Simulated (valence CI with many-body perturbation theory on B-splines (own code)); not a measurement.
**Cl³⁺: electric-dipole lines**

Computed by relativistic CI+MBPT: four valence electrons over a frozen Dirac-Fock core [Ne], radial functions for each j: 11 s, 11 p, 10 d, 8 f, 5 g, 2 h, with the one-electron correlation potential Σ1, the two-electron term Σ2, the three-electron term Σ3, Breit, model QED; selected CI, second order for the rest, scaled by the run's own slope (own B-spline code, finite nucleus).

Against 24 measured levels this calculation errs by 115 cm⁻¹ on average and by 405 at most. These come from a selection out of Moore, Atomic Energy Levels, vol. I, NSRDS-NBS 35 (1971 reprint of NBS Circular 467, 1949), an old analysis. Levels without a partner in it may be off by more. Among the levels kept, up to 980 cm⁻¹ of a level comes from second order outside the variational space, and about a tenth of that is noise between levels of different J, which matters for small intervals.

Lines 51 to 100 of 516 in falling wavelength, among levels below 43.321 eV, chosen from the strongest by gf and those to the six lowest levels. Wavelengths and rates use the calculated energies, so an error of 100 cm⁻¹ moves a line at 528.2 nm by 0.53 % and its rate by three times that or more. Electric multipoles are in the length gauge, E1 and E2 with the static RPA response of the core. Weak lines are less certain than strong ones. Lines between different terms over intervals too small for the method are left out, as are lines whose strength nearly cancels. Where a level lies close to another of its J and parity, the split of strength between their lines is uncertain. The highest levels of a list are the least certain.

Names give the largest LS component (configuration and term), which can be under half, so a name can repeat, a term be missing and a line seem to break the LS rules; names also repeat where a configuration has a term twice. Letters in brackets count levels of one name in rising energy.

```
λ vac (nm)                Upper               Lower   A (s⁻¹)  log gf  Branch %
     528.2      3s2 3p 5d 3D°_1  3s2 3p 5p 3P_1 [a]  3.20e+07   -0.40       4.8
     528.1      3s2 3p 5d 3D°_1      3s2 3p 5p 3P_0  9.80e+07    0.09      14.6
     524.3      3s2 3p 5d 3F°_4  3s 3p2 3d 3D_3 [d]  1.20e+07   -0.35       3.1
     511.1  3s2 3p 5d 3D°_2 [b]  3s2 3p 5p 3P_1 [a]  6.71e+07    0.12      11.9
     508.0      3s2 3p 5d 3D°_3  3s2 3p 5p 1D_2 [a]  1.34e+07   -0.44       2.2
     503.9      3s 3p2 4p 3S°_1      3s 3p2 4s 3P_2  2.48e+07   -0.55       1.1
     489.8       3s2 3p 4f 1G_4     3s2 3p 4d 3F°_3  1.48e+07   -0.32       0.6
     481.4   3s2 3p 5p 1S_0 [b]     3s2 3p 5s 1P°_1  7.51e+07   -0.58       1.2
     477.9       3s2 3p 4f 3G_3     3s2 3p 4d 3D°_2  2.29e+07   -0.26       0.3
     475.3       3s2 3p 4f 1D_2     3s2 3p 4d 1D°_2  1.20e+07   -0.69       1.5
     474.9      3s2 3p 5d 1D°_2      3s2 3p 5p 1P_1  1.28e+07   -0.67       2.8
     472.2       3s2 3p 4f 3G_4     3s2 3p 4d 3D°_3  2.42e+07   -0.14       0.3
     470.3      3s2 3p 5d 1D°_2  3s2 3p 5p 3D_2 [a]  1.65e+07   -0.56       3.6
     462.4  3s2 3p 5d 3D°_2 [a]      3s2 3p 5p 1P_1  1.42e+08    0.36      25.7
     460.7       3s2 3p 4f 3G_5     3s2 3p 4d 3F°_4  1.32e+08    0.66       1.6
     457.3       3s 3p2 4s 1D_2     3s2 3p 5s 1P°_1  4.11e+07   -0.19       1.1
     456.8      3s2 3p 5d 1D°_2      3s2 3p 5p 3D_1  1.84e+08    0.46      40.5
     456.5      3s2 3p 5d 3F°_3  3s2 3p 5p 3D_2 [a]  1.70e+08    0.57      35.8
     456.5       3s2 3p 4f 3G_3     3s2 3p 4d 3F°_2  9.15e+07    0.30       1.1
     449.2       3s2 3p 4f 3G_4     3s2 3p 4d 3F°_3  8.53e+07    0.37       1.1
     445.8      3s2 3p 5d 3F°_4  3s2 3p 5p 3D_3 [a]  1.86e+08    0.70      48.3
     445.3  3s2 3p 5d 3D°_2 [a]      3s2 3p 5p 3D_1  1.20e+07   -0.75       2.2
     443.6      3s2 3p 5d 3D°_3  3s2 3p 5p 3D_3 [a]  5.98e+07    0.09       9.8
     442.7  3s2 3p 5d 3D°_2 [b]      3s2 3p 5p 1P_1  4.09e+07   -0.22       7.2
     438.9      3s2 3p 5d 3D°_1      3s2 3p 5p 3D_1  4.38e+07   -0.42       6.5
     438.7  3s2 3p 5d 3D°_2 [b]  3s2 3p 5p 3D_2 [a]  4.60e+07   -0.18       8.2
     433.2      3s2 3p 5d 3D°_3  3s2 3p 5p 3D_2 [a]  1.93e+07   -0.42       3.2
     417.9       3s2 3p 4f 3F_3     3s2 3p 4d 3D°_3  1.93e+07   -0.45       0.2
     415.3       3s2 3p 4f 3F_2     3s2 3p 4d 3D°_2  2.16e+07   -0.55       0.2
     413.4       3s2 3p 4f 3F_4     3s2 3p 4d 3D°_3  6.98e+07    0.21       0.5
     412.3       3s2 3p 4f 3F_4     3s2 3p 4d 3F°_4  1.36e+07   -0.50       0.1
     412.0       3s2 3p 4f 3F_3     3s2 3p 4d 3D°_2  5.99e+07    0.03       0.5
     407.5       3s2 3p 4f 3F_2     3s2 3p 4d 3D°_1  7.94e+07   -0.01       0.6
     396.0       3s2 3p 4f 3F_3     3s2 3p 4d 3F°_2  2.30e+07   -0.42       0.2
     395.7       3s2 3p 4f 3F_4     3s2 3p 4d 3F°_3  2.27e+07   -0.32       0.2
     395.6       3s2 3p 4p 1P_1     3s2 3p 4s 1P°_1  8.09e+07   -0.24       7.0
     381.3   3s2 3p 5p 1D_2 [a]     3s2 3p 4d 1F°_3  9.07e+07    0.00       4.7
     378.3      3s2 3p 5d 3D°_1      3s2 3p 4f 3F_2  4.22e+07   -0.57       6.3
     372.0  3s2 3p 5d 3D°_2 [b]      3s2 3p 4f 3F_3  2.31e+07   -0.62       4.1
     371.7      3s2 3p 5d 3D°_3      3s2 3p 4f 3F_4  3.27e+07   -0.32       5.4
     370.5   3s2 3p 5p 1D_2 [b]     3s2 3p 4d 1F°_3  4.05e+07   -0.38       0.5
     369.8   3s2 3p 5p 1S_0 [a]     3s2 3p 4d 1P°_1  1.30e+08   -0.57       1.0
     367.0   3s 3p2 3d 1D_2 [b]     3s2 3p 4d 1P°_1  6.46e+07   -0.19       0.5
     352.6   3s2 3p 5p 3D_2 [a]     3s2 3p 4d 3D°_2  2.48e+07   -0.64       1.0
     350.2   3s2 3p 5p 3D_3 [a]     3s2 3p 4d 3D°_3  2.82e+07   -0.44       0.9
     349.4   3s2 3p 5p 3D_3 [a]     3s2 3p 4d 3F°_4  9.79e+07    0.10       3.2
     348.5      3s2 3p 5d 1D°_2      3s2 3p 4f 3G_3  2.49e+07   -0.64       5.5
     348.3       3s2 3p 5p 3D_1     3s2 3p 4d 3F°_2  4.51e+07   -0.61       2.3
     348.0      3s2 3p 5d 3F°_3      3s2 3p 4f 3G_4  4.13e+07   -0.28       8.7
     346.5   3s2 3p 5p 3P_1 [a]     3s2 3p 4d 3P°_2  1.01e+08   -0.26       9.8
```

**Question.** How does gf follow from A for the line at 456.8 nm?

**Answer.** gf = 1.4992 × (2J+1)_upper × A / σ², with σ = 21889 cm⁻¹ and 2J+1 = 5: gf = 2.89.
